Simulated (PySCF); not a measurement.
Compound: C₅H₆F₂O.
SMILES with atom numbers: `[F:1][CH2:2][O:3][C@@H:4]1[CH:5]=[CH:6][C@H:7]1[F:8]`

Cartesian coordinates in Å at the GFN2-xTB level; atoms count from 1:
```
atom  x, y, z in Å
F1     2.6532    0.0027    0.9813
C2     2.1311    0.3440   -0.2449
O3     1.1165   -0.5044   -0.6013
C4    -0.0657   -0.3600    0.1583
C5    -1.1685   -1.3337   -0.1696
C6    -2.0595   -0.3894   -0.4606
C7    -1.0752    0.7384   -0.3059
F8    -1.3711    1.7049    0.6213
H9     1.8127    1.3949   -0.1533
H10    2.9342    0.2281   -0.9802
H11    0.1604   -0.2902    1.2278
H12   -1.1747   -2.4057   -0.1597
H13   -3.1026   -0.3803   -0.7104
H14   -0.7916    1.2500   -1.2300
```

NICS = −σ at a ghost point: NICS(0) at the centroid of the ring atoms, NICS(1) 1 Å to either side along the normal of their mean plane, zz for the tensor component along that normal. Level: GIAO PBE0/pcSseg-1 (PySCF, non-relativistic, gas phase) on the GFN2-xTB geometry, one conformer.

Ring bond lengths (Å), with Mayer bond orders in brackets: C4–C5 1.507 (1.03), C5–C6 1.330 (1.77), C6–C7 1.505 (1.03), C7–C4 1.562 (0.99).

Q: Give the NICS values of each ring in ppm.

A: 
```tsv
ring	type	NICS(0)	NICS(1), two faces	NICS(1)zz, two faces	rms pucker (Å)	centre to ring atoms, mean (Å)
C4–C5–C6–C7	4-membered carbocycle; formal bonds 1 double, 3 single	-0.7	-4.1 / -3.5	-0.8 / -0.4	0.03	1.04
```

Q: What do they say, and how far can they be read as aromaticity?

A: 
- C4–C5–C6–C7: mean NICS(1)zz -0.6 ppm, near zero. C4, C7 have four or more neighbours, so the value isn't read as a sign of a π ring current.

Q: What field does 11.7 T along the ring normal induce along that normal at the second NICS(1) probe listed for ring C4–C5–C6–C7, 1 Å off the ring?

A: NICSzz × B0 = -0.4 ppm × 11.7 T = -5 μT, against the applied field.

Q: Give the inner angles of the rings and the Hirshfeld charges of the ring atoms.

A: 
- C4–C5–C6–C7: C4 85.2° (+0.032 e), C5 94.5° (-0.031 e), C6 94.1° (-0.044 e), C7 85.8° (+0.050 e); sum 359.6° against 360° for a flat convex ring.

Q: What are the shieldings of the ring atoms and their hydrogens in the same run (means over atoms taken as equivalent)?

A: 
| atoms | environment | σ isotropic (ppm) |
| --- | --- | --- |
| C4 | sp3 carbon bound to oxygen | 106.2 |
| C5 | alkene CH carbon | 38.4 |
| C6 | alkene CH carbon | 40.5 |
| C7 | sp3 C–F carbon | 91.5 |
| H11 | methine hydrogen | 26.71 |
| H12 | vinylic hydrogen | 25.06 |
| H13 | vinylic hydrogen | 25.14 |
| H14 | methine hydrogen | 26.47 |

Time: 37 s; peak memory 0.74 GiB. Hardware: one thread, Arm Neoverse N1 (aarch64), on a shared host. This is the whole shielding run at PBE0/pcSseg-1, SCF included.
